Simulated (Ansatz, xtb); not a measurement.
Isomers of C4H5F3O2 in order of energy

3 gas-phase structures of C4H5F3O2, from a drawn sample of its isomers (lower ones may exist). Each was relaxed with GFN2-xTB; where two conformers were screened, the lower at r2SCAN-D4/def2-SVP is listed:

A. `CO[C@@H]1O[C@@H]1C(F)(F)F`, a singlet
B. `CO[C@@H]1O[C@H]1C(F)(F)F`, a singlet
C. `CO[C@@]1(C(F)(F)F)CO1`, a singlet

**Question.** Make a reasoned guess at their ranking by r2SCAN-D4/def2-SVP single-point energy.

**Answer.** Calculated order at r2SCAN-D4/def2-SVP: B (0.0), C (4.2), A (7.6) kJ/mol. Less than 1 kcal/mol parts C and A, so the order within that pair means little.

Energies above the lowest of each column, in kJ/mol; the last columns are at B3LYP-D3(BJ)/def2-SVP geometries:

```tsv
structure	GFN2-xTB	HF/STO-3G	r2SCAN-D4/def2-SVP	B3LYP-D3(BJ)/def2-SVP	CCSD(T)/def2-SVP + ΔMP2/def2-TZVPP
B	0.0	0.0	0.0	0.0	0.0
C	3.7	8.0	4.2	5.0	7.8
A	4.4	3.8	7.6	8.1	9.8
```

Every level run on B puts it lowest or level with the lowest. Flexible structures stand in one conformer each, not always the lowest. ΔMP2 is the change of the MP2 energy from the smaller to the larger basis.

Programs: Ansatz 0.2.0, xtb 6.7.1.
